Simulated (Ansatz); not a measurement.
Program: Ansatz. Geometries: PBE0-D4/def2-TZVP. ΔE: electronic, gas phase. CCSD(T)/CBS is the MP2 limit (def2-TZVPP, def2-QZVPP) plus CCSD(T) − MP2 in def2-TZVPP, frozen cores. Functionals use def2-TZVPP. For Zn outer-core shells are correlated without core-valence functions, which leaves a few kJ/mol of doubt a bond. Scalar relativity is left out up to krypton. Each species was taken in one conformer, which may not be the lowest.

Reaction (formal exchange of groups at a Zn–C bond): `[F][Zn][CH2]Cl` + `C[CH](C)[AlH][OH]` → `[OH][AlH][Zn][F]` + `CC(C)CCl`

| level | ΔE (kcal/mol) |
| --- | --- |
| PBE-D4 | -16.3 |
| revPBE-D4 | -16.5 |
| B97M-V | -17.5 |
| BHLYP-D4 | -17.4 |
| PBE | -16.1 |
| r2SCAN0 | -16.6 |
| CCSD(T)/def2-SVP | -18.7 |
| HF/CBS(def2) | -18.8 |

Problem. What does CCSD(T)/CBS give? (Best estimate.)

Solution. Computed: -16.2 kcal/mol. The listed levels differ from it by -0.1, -0.3, -1.3, -1.2, 0.1, -0.4, -2.5, -2.6 kcal/mol.

Problem. What do rigid-rotor, harmonic-oscillator terms from PBE0-D4/def2-TZVP frequencies (298.15 K, 1 bar) make of the CCSD(T)/CBS value? (An estimate is asked.)

Solution. Ansatz gave: ΔZPE = +2.2 kcal/mol, ΔH = -14.4 kcal/mol, ΔS = -18 J/(mol·K), ΔG = -13.1 kcal/mol. Modes under 50 cm⁻¹ make the entropy rough.

Largest T1 diagnostic among the species: 0.016.

In def2-TZVPP, CCSD(T) changes the Hartree–Fock value by +3.2 kcal/mol (the triples alone add +0.3 kcal/mol) and MP2 by +4.5 kcal/mol. From PBE to PBE0 (25 % exact exchange), in def2-TZVPP and without D4, ΔE moves by −0.8 kcal/mol. At CCSD(T), def2-SVP lies −2.5 kcal/mol from the extrapolated value and def2-TZVPP +0.3 kcal/mol.
